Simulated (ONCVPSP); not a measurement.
## How hard is this Co (Z = 27) ONCV potential?

```json
{"Element": "cobalt", "Generator": "ONCVPSP 4.0.1", "Type": "optimised norm-conserving Vanderbilt (ONCV)", "Functional": "PBE", "Relativity": "scalar-relativistic", "Frozen core": "[Ne]", "Valence charge": "17", "Reference configuration": "3s2 3p6 3d7 4s1.5 (charge +0.5)", "Partial waves": "3s+4s: rc 1.05 bohr, ncon 4, nbas 8, qcut 9.7 1/bohr, 2 projectors; 3p: rc 1.15 bohr, ncon 4, nbas 8, qcut 13.3 1/bohr, 2 projectors, debl 3.7 Ha; 3d: rc 1.70 bohr, ncon 3, nbas 7, qcut 11.2 1/bohr, 2 projectors, debl 1.6 Ha", "Local potential": "polynomial inside 0.80 bohr (lpopt 1, dvloc0 6 Ha)", "Core correction": "Teter function, fcfact 2.75, rcfact 1.55"}
```

**Question.** For each optimised wave give the share of its norm inside rc, the residual kinetic energy above qcut (Ha) and the cutoffs (Ha) for errors of 10, 1, 0.1 and 0.01 mHa per electron.

**Answer.**

| wave | norm inside rc | residual KE | 10 mHa | 1 mHa | 0.1 mHa | 0.01 mHa |
| --- | --- | --- | --- | --- | --- | --- |
| 3s | 0.841 | 1.8e-04 | 32.0 | 41.1 | 64.5 | 159.8 |
| 4s | 0.032 | 4.3e-05 | 21.5 | 35.0 | 44.1 | 70.8 |
| 3p | 0.851 | 1.4e-08 | 29.7 | 38.1 | 45.3 | 50.8 |
| p projector 2 | 0.036 | 1.6e-08 | 22.1 | 31.2 | 38.7 | 45.0 |
| 3d | 0.869 | 2.3e-08 | 34.5 | 41.4 | 47.2 | 51.8 |
| d projector 2 | 0.085 | 1.9e-08 | 31.9 | 40.3 | 47.0 | 52.2 |

The occupied waves need 41 Ha and 65 Ha for 1 and 0.1 mHa.
